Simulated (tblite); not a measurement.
Species: C₃H₉ClSSi₂.
Z-matrix (Å and degrees, GFN2-xTB geometry), rows numbered from 1:
```
C 
S   1  1.8235
Si  2  2.1453  1  100.09
C   3  1.8949  2  107.80  1   -61.30
Cl  4  1.7417  3  114.05  2   156.70
C   4  1.3289  3  127.51  2   -24.23
Si  6  1.8863  4  124.27  3  -179.36
H   1  1.0845  2  106.83  3   173.70
H   1  1.0857  2  109.76  3    54.24
H   1  1.0855  2  109.37  3   -67.37
H   3  1.4593  2  109.00  1    56.80
H   3  1.4526  2  104.33  1   179.38
H   6  1.0823  4  116.25  3     0.75
H   7  1.4622  6  109.25  4    58.60
H   7  1.4641  6  108.60  4   -62.12
H   7  1.4634  6  107.17  4   178.66
```

Computed values, GFN2-xTB/tblite, gas phase, harmonic and unscaled. This tight-binding method is rough: wavenumbers can miss measured ones by several per cent, in bad cases by 10 to 20. Modes of hydrogen on silicon can be 10 to 20 % off. One conformer, not necessarily the lowest.

Harmonic wavenumbers (cm⁻¹): 27.0, 54.7, 78.0, 111.6, 120.8, 125.1, 142.4, 168.7, 217.3, 328.5, 353.5, 484.3, 494.9, 523.2, 552.8, 577.9, 603.2, 687.8, 720.3, 737.9, 766.8, 778.0, 780.3, 793.2, 812.8, 877.7, 947.9, 958.4, 1210.6, 1319.7, 1452.4, 1458.3, 1613.6, 2258.4, 2267.3, 2274.9, 2292.3, 2354.4, 3028.1, 3035.0, 3041.7, 3062.5.

A = 1724, B = 677.5, C = 545.0 MHz; mass 167.965 u (most abundant isotopes); point group C1, symmetry number 1.

Task: Zero-point energy?

Result: Half the sum of the wavenumbers: 22247 cm⁻¹ = 266.14 kJ/mol.

Task: What is S at 298.15 K and 1 bar for an ideal gas of classical rigid rotors and harmonic oscillators?

Result: Translation 172.76, rotation 128.04, vibration 165.17: S = 466.0 J/(mol K).

Task: And Cp and H(298.15 K) − H(0)?

Result: Cp = 180.73 J/(mol K), of which vibrations give 147.48 (their classical limit is 42 R = 349.2); H(298.15 K) − H(0) = 34.18 kJ/mol without the zero-point energy, 24.26 from vibrations.

Task: What must be added to the electronic energy to get the Gibbs energy at 298.15 K and 1 bar?

Result: ZPE + [H(298.15 K) − H(0)] − T·S = 266.14 + 34.18 − 138.93 = 161.39 kJ/mol.

Task: How do the functions run with temperature in this model?

Result: 
```
T (K)  S (J/(mol K))  Cp (J/(mol K))  H − H(0) (kJ/mol)  G − H(0) (kJ/mol)  ln q(vib)
  150          365.3           117.7              11.94             -42.86       4.94
  250          435.8           161.7              25.92             -83.03       8.47
  400          523.9           213.7              54.34            -155.22      13.32
  600          619.6           258.1             101.86            -269.93      19.13
  900          732.8           299.6             186.04            -473.52      26.68
```

q(vib) and H(0) count from the zero-point level.

Hindered rotation and anharmonicity are outside this model. Other conformers, if any are populated, would add a mixing term that is left out. The structure is chiral; the term R ln 2 for an equal mix with its mirror image is left out.

The run took 0.7 s wall on one thread, Arm Neoverse V2 (aarch64), no GPU, shared host with 96 logical CPUs at a one-minute load of 63. This covers the Hessian and the dipole derivatives.
